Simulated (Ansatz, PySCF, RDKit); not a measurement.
Complex: NH3 (SMILES N) (first 4 atoms) with SO2 (SMILES O=S=O); geometry from B3LYP-D3(BJ)/def2-TZVP, rigid monomers moved along the line of their centres of mass till N1···S6 is 3.01 Å.
(charge 0, multiplicity 1):
```xyz
7

N      0.01650     0.00068     0.62235
H     -0.30499    -0.92670     0.36976
H     -0.77808     0.63016     0.63148
H      0.67795     0.32053    -0.07512
O     -0.17885     0.91574     3.94338
S      0.68313    -0.17453     3.55124
O      0.17178    -1.51503     3.71548
```

Monomers are frozen at their geometry in the pair; levels with a basis set take the counterpoise correction. RDKit's UFF carries no charges.

Rows in 6-31G* carry no dispersion term and start afresh at each structure (6-31G* with six Cartesian d functions). MP2/6-31G* freezes PySCF's default core.

Run with Ansatz (Gaussian basis) for Hartree–Fock, density functionals and correlated methods; PySCF for 6-31G* rows; RDKit for the force fields. Each number belongs to the level named beside it.

Task: Estimate the interaction energy that UFF returns for this input.

Result: 0.8 kcal/mol

Ansatz is a program for electronic structure.
